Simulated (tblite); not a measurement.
Cl2HSi(SH), Cl2H2SSi.
Z-matrix (Å and degrees, GFN2-xTB geometry), rows numbered from 1:
```
S 
Si  1  2.1536
Cl  2  2.0020  1  107.63
Cl  2  2.0154  1  109.96  3  -121.14
H   1  1.3252  2   96.56  3   160.79
H   2  1.4507  1  108.42  3   119.63
```

Computed with GFN2-xTB (tblite): harmonic, unscaled wavenumbers at the GFN2-xTB geometry, gas phase. Against measured fundamentals such values can be off by several per cent, at times by over 20. Modes of hydrogen on silicon and sulfur can be 10 to 20 % off. One conformer, not necessarily the lowest.

Harmonic wavenumbers (cm⁻¹): 115.3, 137.6, 152.1, 196.3, 434.6, 524.8, 541.0, 622.6, 649.2, 723.6, 2328.1, 2461.3.

A = 2438, B = 2396, C = 1296 MHz; mass 131.902 u (most abundant isotopes); point group C1, symmetry number 1.

Q: What is the zero-point energy?

A: Half the sum of the wavenumbers: 4443 cm⁻¹ = 12.70 kcal/mol.

Q: What is S at 298.15 K and 1 bar for an ideal gas of classical rigid rotors and harmonic oscillators?

A: Translation 40.57, rotation 28.14, vibration 13.90: S = 82.6 cal/(mol K).

Q: And Cp and H(298.15 K) − H(0)?

A: Cp = 22.00 cal/(mol K), of which vibrations give 14.05 (their classical limit is 12 R = 23.8); H(298.15 K) − H(0) = 4.66 kcal/mol without the zero-point energy, 2.29 from vibrations.

Q: How do the functions run with temperature in this model?

A: 
```csv
T (K),S (cal/(mol K)),Cp (cal/(mol K)),H − H(0) (kcal/mol),G − H(0) (kcal/mol),ln q(vib)
50,55.2,10.1,0.43,-2.34,0.07
100,63.5,13.7,1.03,-5.32,0.54
373.15,87.7,23.7,6.37,-26.37,4.08
500,94.9,25.4,9.49,-37.97,5.57
750,105.7,27.4,16.13,-63.12,8.08
1000,113.7,28.7,23.16,-90.58,10.16
```

q(vib) and H(0) count from the zero-point level.

Q: Blend soft modes into free rotors: weight 1/[1 + (100 cm⁻¹/ν̃)⁴] for the oscillator and the rest for a rotor with moment μB/(μ + B), μ = h/(8π²ν), B = 10⁻⁴⁴ kg m². What vibrational entropy results?

A: 13.64 cal/(mol K) in place of 13.90, which changes −T·S at 298.15 K by +0.08 kcal/mol.

Q: Which modes carry the vibrational entropy at 298.15 K?

A: 115.3 cm⁻¹: 3.18; 137.6 cm⁻¹: 2.84; 152.1 cm⁻¹: 2.65; 196.3 cm⁻¹: 2.17; 434.6 cm⁻¹: 0.84; 524.8 cm⁻¹: 0.60 cal/(mol K); the other 6 give 1.63 together.

Hindered rotation and anharmonicity are outside this model. Other conformers, if any are populated, would add a mixing term that is left out. The structure is chiral; the term R ln 2 for an equal mix with its mirror image is left out.
